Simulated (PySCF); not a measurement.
## Ionisation energy of P⁺ by level of theory

P⁺ [Ne] 3s2 3p2 (3P) → P²⁺ [Ne] 3s2 3p1 (2P), as a difference of total energies. All numbers are calculated (PySCF 2.14, the spin-free X2C one-electron Hamiltonian (Gaussian nucleus), in dyall-av3z). Correlated levels: valence: [Ne] frozen; virtual orbitals above 40 to 60 times the deepest correlated orbital energy dropped. The calculations carry no spin-orbit coupling.

```tsv
method	ionisation energy (eV)
UHF	19.159
MP2 (valence)	19.609
SCS-MP2 (valence)	19.518
CCSD (valence)	19.644
CCSD(T) (valence)	19.679
```

A first-order spin-orbit estimate (lowest level to lowest level, LS coupling) adds -0.007 eV.

Errors of the correlated levels include the incompleteness of this basis and the frozen core.

Task: Which method comes closest to the reference value, and which is furthest?

Result: The reference is 19.769 eV (semi-empirical (NIST evaluation); NIST Atomic Spectra Database, ionization energies). Closest: CCSD(T) (valence) (error -0.097 eV); furthest: UHF (error -0.617 eV), both after the spin-orbit estimate.
